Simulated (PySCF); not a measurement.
Geometries of 2 isomers of C2H8ClGeN, from PBE0-D3(BJ)/def2-SVP geometry optimisation, gas phase (PySCF). One conformer each, no zero-point energy, no frequencies.

Task: Which is lower in electronic energy at this level?
A.
```xyz
13
angstrom
C      1.746   -0.392    0.246
C      0.779    0.747   -0.053
Ge    -1.064    0.313    0.383
N     -1.626   -1.061   -0.671
Cl    -2.223    2.139    0.034
H      2.775   -0.131   -0.045
H      1.466   -1.309   -0.295
H      1.761   -0.639    1.319
H      0.795    1.022   -1.121
H      1.038    1.662    0.502
H     -1.328   -0.083    1.844
H     -1.542   -0.890   -1.671
H     -2.568   -1.393   -0.481
```
B.
```xyz
13
angstrom
C     -0.222   -0.825   -0.879
N      0.480    0.132   -0.060
C     -0.126    1.439   -0.020
Ge     2.262   -0.063    0.205
Cl     3.416    0.411   -1.590
H     -1.255   -0.965   -0.512
H     -0.286   -0.517   -1.942
H      0.276   -1.806   -0.846
H     -1.156    1.373    0.377
H      0.438    2.112    0.643
H     -0.187    1.921   -1.018
H      2.548   -1.540    0.497
H      2.700    0.931    1.287
```

Result: A. That is `C[CH2][Ge@H]([NH2])[Cl]`, 18.9 kcal/mol below the other.

| SMILES | atoms numbered as above | E (Eh) | relative (kcal/mol) | relative (kJ/mol) | dipole (D) |
| --- | --- | --- | --- | --- | --- |
| C[CH2][Ge@H]([NH2])[Cl] | [CH3:1][CH2:2][Ge@H:3]([NH2:4])[Cl:5] | -2671.98009 | 0.0 | 0.0 | 1.96 |
| C[N](C)[GeH2][Cl] | [CH3:1][N:2]([CH3:3])[GeH2:4][Cl:5] | -2671.94999 | 18.9 | 79.0 | 2.23 |

As drawn, the lower has an N–H bond, which the higher lacks.
